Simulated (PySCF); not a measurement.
**Copper: a sound run and one with changed settings**

Sound run: Cu [Ar] 3d10 4s1, Cu+ [Ar] 3d10. All numbers are calculated (PySCF 2.14, the spin-free X2C one-electron Hamiltonian (Gaussian nucleus), in x2c-TZVPall (6s5p4d1f, 48 functions)). In the sound run the correlated levels freeze [Ar]. The sound run starts from symmetry-adapted Hartree-Fock orbitals and uses a fine grid where one is needed.

Changed run: no relativity, point nucleus. This setting is unsound on purpose.

| species | method | sound run (hartree) | changed run (hartree) | converged |
| --- | --- | --- | --- | --- |
| Cu | UHF | -1653.13268 | -1633.44610 | yes |
| Cu | M06-2X | -1654.75519 | -1635.08113 | yes |
| Cu | LDA | -1651.89682 | -1632.22725 | yes |
| Cu | MP2 | -1653.54166 | -1633.84696 | yes |
| Cu | CCSD(T) | -1653.50023 | -1633.80723 | yes |
| Cu+ | UHF | -1652.89021 | -1633.21178 | yes |
| Cu+ | M06-2X | -1654.46808 | -1634.80276 | yes |
| Cu+ | LDA | -1651.57907 | -1631.92214 | yes |
| Cu+ | MP2 | -1653.27006 | -1633.58649 | yes |
| Cu+ | CCSD(T) | -1653.22874 | -1633.54645 | yes |

Ionisation energy of Cu:

```csv
method,sound run (eV),changed run (eV)
UHF,6.598,6.376
M06-2X,7.813,7.575
LDA,8.646,8.302
MP2,7.390,7.088
SCS-MP2,7.262,6.972
CCSD,7.274,6.993
CCSD(T),7.388,7.096
```

Most of the change in total energy is the relativistic energy itself. On top of that the contraction fixes the core shape for the Hamiltonian it was made with, so the changed run is not a good calculation with the other Hamiltonian either.

For comparison, NIST gives 7.726 eV between the lowest levels.
